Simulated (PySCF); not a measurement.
Computed data sheet: `FC(F)OC1=N[Se]N=C1`

Compound: C₃H₂F₂N₂OSe.
Structure used (PBE0-D3(BJ)/def2-SVP), in Å, numbered top down from 1:
```
atom  x, y, z in Å
F1     2.4602   -0.9887    1.1249
C2     1.5562   -0.0112    1.0841
F3     1.4415    0.4973    2.3125
O4     0.3482   -0.5785    0.7283
C5    -0.3775   -0.0052   -0.2510
C6    -1.6238   -0.6288   -0.6461
N7    -2.2705   -0.0347   -1.6012
Se8   -1.3171    1.4160   -2.0866
N9    -0.0313    1.0747   -0.8759
H10    1.8622    0.7732    0.3762
H11   -2.0097   -1.5415   -0.1822
```

Structural features include: pyridine-type ring nitrogen, ether and C–F bond.

PBE0-D3(BJ)/def2-SVP geometry optimisation, gas phase (PySCF):

| Item | Value |
| --- | --- |
| Point group | C1 |
| Rotational constants A, B, C | 3.409, 0.533, 0.500 GHz |

PBE0/def2-SVPD ground state and vertical TDDFT (core frozen in the response) (PySCF):

| Quantity | Value |
| --- | --- |
| Dipole moment | 1.45 D |
| HOMO energy | -7.52 eV |
| LUMO energy | -2.09 eV |
| HOMO–LUMO gap | 5.43 eV |
| Lowest singlet excitation | 4.70 eV (264 nm, f = 0.033) |
| Strongest line among the 6 lowest singlet transitions | S2 at 4.70 eV (264 nm, f = 0.104) |
| Static isotropic polarisability | 77.9 au |
| Electronic spatial extent ⟨r²⟩ about the centre of nuclear charge | 1913 bohr² |

Monoisotopic mass (most abundant isotopes): 199.9300 u.

With B = h/(8π²I), that is 505.379 GHz u Å² over I, the principal moments of inertia are 148.3, 947.6 and 1011.4 u Å² (most abundant isotopes); the inertial defect Ic − Ia − Ib is -84.5 u Å² (zero for a rigid planar frame, negative otherwise). In atomic units the dipole is 0.57 e·bohr (1 au = 2.5417 D). A dipole of 1.45 D is allowed in C1, and pure rotational transitions are dipole-allowed. S1 lies 0.73 eV below the HOMO–LUMO gap; its leading configuration is HOMO→LUMO+1, weight 0.74. The polarisability is 11.55 Å³ as a volume (1 au = 0.148185 Å³), or 0.83 au for each of the 94 electrons. No computed singlet falls in the visible range (750 to 380 nm, 1.65 to 3.26 eV); S1 lies 1.44 eV above its blue end. The principal polarisabilities are 53.5, 76.1 and 104.1 au; their mean is the isotropic value. The rotational constants make it an asymmetric top with κ = (2B − A − C)/(A − C) = -0.98, nearer the prolate limit (−1).

 Relativistic effects, spin–orbit coupling among them, are left out although an element past zinc is present.

One conformer stands for the species.
